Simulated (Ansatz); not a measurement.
C₂H₇NOSn, SMILES `[CH3][SnH2][O]C=N`, relaxed with RKS PBE-D4/def2-SVP in Ansatz 0.2.0 from a rough embedded geometry. The force threshold is 0.03 eV/Å; the program also tests the step.

Charge 0, multiplicity 1. Sn takes the def2 core potential.

Start:

```xyz
12

C    -1.187   -0.881   -1.053
Sn   -0.188   -0.908    0.770
O     1.593    0.020    0.543
C     1.763    1.328    0.315
N     0.794    2.186    0.096
H    -0.638   -1.383   -1.874
H    -1.399    0.178   -1.384
H    -2.228   -1.383   -0.958
H     0.045   -2.619    1.244
H    -1.133   -0.102    1.985
H     2.792    1.696    0.105
H    -0.215    1.870    0.211
```

Q: By how much does the energy fall, and how many steps does the optimiser take? (An estimate is asked.)

A: The calculation gave: 0.45 eV, in 6 steps.

Q: Which bonds change most? (Best estimate.)

A: Computed: C1–Sn2 from 2.079 to 2.159 Å; Sn2–H9 from 1.791 to 1.722 Å; C1–H8 from 1.160 to 1.107 Å; Sn2–O3 from 2.021 to 2.068 Å.

Q: Give the relaxed structure. (Best estimate.)

A: The calculation gave: 
```xyz
12

C    -1.238   -0.864   -1.128
Sn   -0.270   -0.918    0.801
O     1.575   -0.016    0.547
C     1.664    1.289    0.246
N     0.772    2.201    0.139
H    -0.625   -1.429   -1.854
H    -1.326    0.187   -1.461
H    -2.244   -1.319   -1.058
H     0.256   -2.478    1.304
H    -1.112   -0.065    2.049
H     2.727    1.572    0.071
H    -0.179    1.841    0.345
```
